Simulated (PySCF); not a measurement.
ZrF3Cl, SMILES [Cl][Zr]([F])([F])[F], multiplicity 1.

Geometry optimised at r2SCAN-D4/def2-SVP. The multiplicity is an assumed one; other spin states were not compared. The def2 effective core potentials stand for the cores of Zr; spin–orbit coupling is left out.

Method: HF/def2-TZVP (PySCF).

The molecule is in vacuum.

Computed frontier levels, gap, dipole moment and polarisability:
```
Quantity                                                                                                        Value
---------------------------------------------------------------------------------------------  ----------------------
highest occupied level                                                                                      -13.42 eV
lowest empty level                                                                                            1.24 eV
orbital gap                                                                                                  14.66 eV
dipole moment                                                                                                  0.01 D
quadrupole, principal values (traceless, Buckingham form, about the centre of nuclear charge)  -0.19, -0.19, 0.37 D·Å
mean static polarisability                                                                       38.4 bohr³ (5.69 Å³)
polarisability, principal values                                                               34.6, 34.6, 45.9 bohr³
```
